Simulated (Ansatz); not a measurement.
Total energies of BClH7NSi2, SMILES `BN([SiH3])[SiH2]Cl`.

Z-matrix (Å, degrees):
```
Si
N 1 1.762
H 1 1.482 2 109.6
H 1 1.485 2 107.5 3 -119.5
H 1 1.482 2 110.3 3 121.0
Si 2 1.734 1 121.2 3 126.2
B 2 1.412 1 117.6 3 -55.9
Cl 6 2.055 2 109.9 1 66.7
H 6 1.476 2 109.3 1 -174.2
H 6 1.479 2 110.1 1 -50.2
H 7 1.198 2 120.3 1 -178.1
H 7 1.201 2 119.0 1 2.1
```

Total charge 0; spin multiplicity 1. All single points use the PBE0-D4/def2-TZVP geometry. It is one conformer, not always the lowest. Basis def2-TZVPP, the Gaussian-basis code of Ansatz.

RPA on PBE orbitals: Hartree–Fock energy of these orbitals -1120.70776 Eh, correlation -1.32391 Eh (frozen core).

```json
{"functional": "LDA (SPW92)", "energy without D4 (Eh)": "-1118.57917", "D4 term (kJ/mol)": "–"}
{"functional": "PBE", "energy without D4 (Eh)": "-1122.55809", "D4 term (kJ/mol)": "-32.8"}
{"functional": "revPBE", "energy without D4 (Eh)": "-1122.93223", "D4 term (kJ/mol)": "-90.5"}
{"functional": "BLYP", "energy without D4 (Eh)": "-1123.12053", "D4 term (kJ/mol)": "-70.8"}
{"functional": "r2SCAN", "energy without D4 (Eh)": "-1123.04298", "D4 term (kJ/mol)": "-8.1"}
{"functional": "B97M-V", "energy without D4 (Eh)": "-1122.91312", "D4 term (kJ/mol)": "–"}
{"functional": "PBE0", "energy without D4 (Eh)": "-1122.67311", "D4 term (kJ/mol)": "-28.1"}
{"functional": "B3LYP", "energy without D4 (Eh)": "-1123.24618", "D4 term (kJ/mol)": "-53.2"}
{"functional": "r2SCANh", "energy without D4 (Eh)": "-1123.03654", "D4 term (kJ/mol)": "-8.7"}
{"functional": "r2SCAN0", "energy without D4 (Eh)": "-1123.02802", "D4 term (kJ/mol)": "-9.7"}
{"functional": "HSE06 (plane-wave form)", "energy without D4 (Eh)": "-1122.64689", "D4 term (kJ/mol)": "-26.4"}
{"functional": "BHLYP", "energy without D4 (Eh)": "-1123.14051", "D4 term (kJ/mol)": "-43.2"}
{"functional": "CAM-B3LYP", "energy without D4 (Eh)": "-1123.16297", "D4 term (kJ/mol)": "-28.9"}
{"functional": "LC-ωPBE", "energy without D4 (Eh)": "-1122.81500", "D4 term (kJ/mol)": "–"}
{"functional": "ωB97X-V", "energy without D4 (Eh)": "-1122.99985", "D4 term (kJ/mol)": "–"}
{"functional": "ωB97M-V", "energy without D4 (Eh)": "-1123.06988", "D4 term (kJ/mol)": "–"}
{"functional": "B2PLYP", "energy without D4 (Eh)": "-1122.73567", "D4 term (kJ/mol)": "–"}
{"functional": "PBE-QIDH", "energy without D4 (Eh)": "-1122.41630", "D4 term (kJ/mol)": "–"}
```

B3LYP takes the VWN-RPA correlation (the form of Gaussian; ORCA's B3LYP/G). HSE06 is the plane-wave form, built on full-range PBE exchange. The double hybrids freeze the cores in their second-order part.

LC-ωPBE has ω = 0.4 bohr⁻¹.
